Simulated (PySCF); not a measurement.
Shieldings and the share of exact exchange

Molecule: `F[Si@H]1C=CSC1`, C3H5FSSi.

Molfile (atoms numbered from 1):
```
C3H5FSSi
     RDKit          3D

 11 11  0  0  0  0  0  0  0  0999 V2000
   -1.3443   -1.5220   -0.9412 F   0  0  0  0  0  0  0  0  0  0  0  0
   -0.4515   -0.7908    0.2129 Si  0  0  1  0  0  4  0  0  0  0  0  0
    1.2820   -0.4659   -0.3084 C   0  0  0  0  0  0  0  0  0  0  0  0
    1.5125    0.8515   -0.4924 C   0  0  0  0  0  0  0  0  0  0  0  0
    0.3106    2.0861   -0.2074 S   0  0  0  0  0  0  0  0  0  0  0  0
   -1.0155    1.0063    0.4037 C   0  0  0  0  0  0  0  0  0  0  0  0
   -0.6589   -1.6171    1.4326 H   0  0  0  0  0  0  0  0  0  0  0  0
    2.0806   -1.1865   -0.4997 H   0  0  0  0  0  0  0  0  0  0  0  0
    2.4717    1.2575   -0.8357 H   0  0  0  0  0  0  0  0  0  0  0  0
   -1.9305    1.1935   -0.1795 H   0  0  0  0  0  0  0  0  0  0  0  0
   -1.2223    1.2589    1.4552 H   0  0  0  0  0  0  0  0  0  0  0  0
  1  2  1  0
  2  3  1  0
  3  4  2  0
  4  5  1  0
  5  6  1  0
  6  2  1  0
  2  7  1  1
  3  8  1  0
  4  9  1  0
  6 10  1  0
  6 11  1  0
M  END
```

GIAO shieldings (ppm, equivalent atoms averaged) in PySCF 2.14.0 with density-fitted response routines on the PBE0-D3(BJ)/def2-SVP geometry, basis pcSseg-2, gas phase, non-relativistic:

```tsv
functional	exact exchange (%)	σ(F1)	σ(Si2)	σ(C6)	σ(S5)
BLYP	0	325.4	287.2	156.7	331.1
BP86	0	325.8	293.5	161.4	352.2
PBE	0	324.7	294.0	161.7	355.3
B3LYP	20	337.6	302.3	162.5	363.6
PBE0	25	340.4	313.4	168.4	395.0
BHandHLYP	50	352.3	326.2	170.0	408.6
HF	100	371.9	370.3	181.4	482.2
```

Problem. Fit each shielding as a line in the percentage of exact exchange.

Solution. σ(F1) = 326.6 + 0.47 x (rms 1.7 ppm); σ(Si2) = 290.7 + 0.78 x (rms 3.2 ppm); σ(C6) = 160.1 + 0.21 x (rms 2.0 ppm); σ(S5) = 346.4 + 1.35 x (rms 9.9 ppm). The functionals also differ in their semilocal parts, which the line can't hold; Hartree–Fock has no correlation at all.

Problem. What does the line predict for mPW1PW91 (25 %), and what does the run give?

Solution. σ(F1): 338.4 predicted, 341.2 computed; σ(Si2): 310.2 predicted, 312.9 computed; σ(C6): 165.3 predicted, 167.7 computed; σ(S5): 380.1 predicted, 391.0 computed ppm.
